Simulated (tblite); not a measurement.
Species: 2,1,3-benzothiadiazole, C₆H₄N₂S.
Bonds: C1–C2 (aromatic), C2–C3 (aromatic), C3–C4 (aromatic), C4–N5 (aromatic), N5–S6 (aromatic), S6–N7 (aromatic), N7–C8 (aromatic), C8–C9 (aromatic), C1–C9 (aromatic), C4–C8 (aromatic). Hydrogens: H10 on C1; H11 on C2; H12 on C3; H13 on C9.

Computed with GFN2-xTB (tblite), gas phase: Langevin dynamics at 600 K from the optimised GFN2-xTB geometry, time step 0.5 fs, friction 0.01 fs⁻¹, 2000 steps. The instantaneous temperature is 2·E(kin)/(3Nk) with all 3N coordinates.

| t (fs) | T (K) | E(pot) above start (eV) | C1–C2 (Å) | C2–C3 (Å) | C3–C4 (Å) | C4–N5 (Å) | N5–S6 (Å) | C1–H10 (Å) |
| --- | --- | --- | --- | --- | --- | --- | --- | --- |
| 0 | 500 | 0.000 | 1.412 | 1.367 | 1.405 | 1.334 | 1.606 | 1.080 |
| 25 | 430 | 0.461 | 1.418 | 1.383 | 1.400 | 1.378 | 1.625 | 1.079 |
| 50 | 389 | 0.631 | 1.371 | 1.394 | 1.334 | 1.348 | 1.591 | 1.111 |
| 75 | 453 | 0.407 | 1.403 | 1.390 | 1.384 | 1.347 | 1.613 | 1.073 |
| 100 | 418 | 0.500 | 1.376 | 1.390 | 1.368 | 1.322 | 1.614 | 1.064 |
| 125 | 352 | 0.663 | 1.444 | 1.395 | 1.396 | 1.327 | 1.584 | 1.110 |
| 150 | 426 | 0.779 | 1.411 | 1.424 | 1.364 | 1.347 | 1.625 | 1.154 |
| 175 | 559 | 0.916 | 1.418 | 1.424 | 1.350 | 1.348 | 1.582 | 1.058 |
| 200 | 587 | 0.647 | 1.415 | 1.399 | 1.435 | 1.370 | 1.601 | 1.049 |
| 225 | 513 | 0.838 | 1.387 | 1.337 | 1.505 | 1.320 | 1.660 | 1.095 |
| 250 | 662 | 0.563 | 1.416 | 1.317 | 1.425 | 1.289 | 1.586 | 1.093 |
| 275 | 562 | 0.966 | 1.457 | 1.339 | 1.463 | 1.303 | 1.610 | 1.083 |
| 300 | 886 | 0.780 | 1.420 | 1.389 | 1.395 | 1.326 | 1.661 | 1.052 |
| 325 | 606 | 0.871 | 1.399 | 1.342 | 1.413 | 1.350 | 1.553 | 1.086 |
| 350 | 669 | 1.158 | 1.436 | 1.314 | 1.415 | 1.284 | 1.667 | 1.074 |
| 375 | 845 | 0.682 | 1.415 | 1.350 | 1.451 | 1.284 | 1.642 | 1.112 |
| 400 | 664 | 0.826 | 1.405 | 1.406 | 1.468 | 1.331 | 1.600 | 1.046 |
| 425 | 768 | 0.902 | 1.362 | 1.362 | 1.406 | 1.316 | 1.658 | 1.077 |
| 450 | 673 | 0.814 | 1.429 | 1.353 | 1.441 | 1.322 | 1.587 | 1.050 |
| 475 | 683 | 0.782 | 1.475 | 1.350 | 1.436 | 1.338 | 1.575 | 1.119 |
| 500 | 623 | 0.688 | 1.430 | 1.353 | 1.409 | 1.310 | 1.626 | 1.075 |
| 525 | 510 | 0.705 | 1.397 | 1.358 | 1.388 | 1.301 | 1.663 | 1.095 |
| 550 | 358 | 0.562 | 1.426 | 1.389 | 1.373 | 1.346 | 1.586 | 1.114 |
| 575 | 404 | 0.698 | 1.447 | 1.391 | 1.411 | 1.318 | 1.574 | 1.083 |
| 600 | 476 | 0.647 | 1.468 | 1.390 | 1.450 | 1.342 | 1.633 | 1.079 |
| 625 | 593 | 0.451 | 1.404 | 1.346 | 1.400 | 1.311 | 1.608 | 1.026 |
| 650 | 514 | 0.635 | 1.376 | 1.389 | 1.384 | 1.330 | 1.572 | 1.130 |
| 675 | 455 | 0.886 | 1.395 | 1.423 | 1.408 | 1.339 | 1.634 | 1.198 |
| 700 | 583 | 0.969 | 1.408 | 1.391 | 1.407 | 1.310 | 1.620 | 1.007 |
| 725 | 599 | 0.921 | 1.395 | 1.364 | 1.407 | 1.321 | 1.627 | 0.983 |
| 750 | 562 | 0.874 | 1.415 | 1.356 | 1.365 | 1.364 | 1.597 | 1.176 |
| 775 | 512 | 0.861 | 1.484 | 1.314 | 1.351 | 1.338 | 1.605 | 1.225 |
| 800 | 578 | 0.846 | 1.429 | 1.361 | 1.443 | 1.432 | 1.602 | 1.054 |
| 825 | 422 | 0.893 | 1.391 | 1.362 | 1.417 | 1.370 | 1.645 | 0.991 |
| 850 | 559 | 0.743 | 1.395 | 1.406 | 1.373 | 1.358 | 1.587 | 1.098 |
| 875 | 511 | 0.897 | 1.407 | 1.387 | 1.421 | 1.353 | 1.676 | 1.202 |
| 900 | 658 | 0.586 | 1.382 | 1.400 | 1.386 | 1.323 | 1.579 | 1.093 |
| 925 | 494 | 0.776 | 1.395 | 1.398 | 1.467 | 1.330 | 1.583 | 1.013 |
| 950 | 439 | 0.932 | 1.424 | 1.381 | 1.406 | 1.291 | 1.654 | 1.149 |
| 975 | 668 | 0.738 | 1.442 | 1.351 | 1.412 | 1.264 | 1.645 | 1.135 |
| 1000 | 782 | 0.732 | 1.432 | 1.344 | 1.451 | 1.284 | 1.645 | 1.033 |

Task: From 500 fs on, how do temperature and potential energy compare with equipartition?

Result: The mean temperature of these 21 frames is 538 K against the target 600 K, and the mean potential energy 0.76 eV against 33 × kT/2 = 0.85 eV for 33 classical harmonic modes. For 13 atoms in a canonical ensemble the temperature itself scatters by T·√(2/(3N)) = 136 K; here its standard deviation is 97 K. The whole run lasts only 10 friction times of 100 fs, so these averages carry a wide statistical error.

Task: What are the kinetic and total energies of the listed frame with the highest potential energy?

Result: The one at 350 fs, 1.158 eV above the start. Its kinetic energy is 3NkT/2 = 1.124 eV at 669 K, so the sum is 2.28 eV; over the listed frames the sum runs from 0.84 to 2.28 eV, since the thermostat adds and removes energy.

Task: How much do the listed bonds fluctuate from 500 fs on?

Result: 
```json
{"bond": "C1–C2", "at the start (Å)": "1.412", "mean (Å)": "1.416", "standard deviation (Å)": "0.027"}
{"bond": "C2–C3", "at the start (Å)": "1.367", "mean (Å)": "1.374", "standard deviation (Å)": "0.025"}
{"bond": "C3–C4", "at the start (Å)": "1.405", "mean (Å)": "1.406", "standard deviation (Å)": "0.029"}
{"bond": "C4–N5", "at the start (Å)": "1.334", "mean (Å)": "1.330", "standard deviation (Å)": "0.035"}
{"bond": "N5–S6", "at the start (Å)": "1.606", "mean (Å)": "1.617", "standard deviation (Å)": "0.030"}
{"bond": "C1–H10", "at the start (Å)": "1.080", "mean (Å)": "1.093", "standard deviation (Å)": "0.069"}
```

The motion is classical and holds no zero-point motion.

What follows is the cost of the whole dynamics run. On one thread, Arm Neoverse V2 (aarch64), no GPU, shared host with 96 logical CPUs at a one-minute load of 62, this took 10 s wall and 0.19 GiB of memory at its peak.
